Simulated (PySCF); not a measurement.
Be(H)(GeH3) (BeGeH₄), SMILES [BeH][GeH3].

Geometry: B3LYP-D3(BJ)/def2-TZVP.

The numbers are results of PBE0/def2-TZVPD in PySCF, not measurements.

Symmetry labels are those of the subgroup Cs that the program uses (full group C3v).

Computed valence orbital energies around the gap with their symmetry:
| orbital | symmetry | energy (eV) |
|---|---|---|
| HOMO−7 | A' | -32.96 |
| HOMO−6 | A" | -32.95 |
| HOMO−5 | A' | -32.95 |
| HOMO−4 | A' | -15.18 |
| HOMO−3 | A' | -9.71 |
| HOMO−2 | A" | -9.34 |
| HOMO−1 | A' | -9.34 |
| HOMO | A' | -7.91 |
| LUMO | A" | -1.38 |
| LUMO+1 | A' | -1.38 |
| LUMO+2 | A' | 0.07 |
| LUMO+3 | A' | 0.90 |
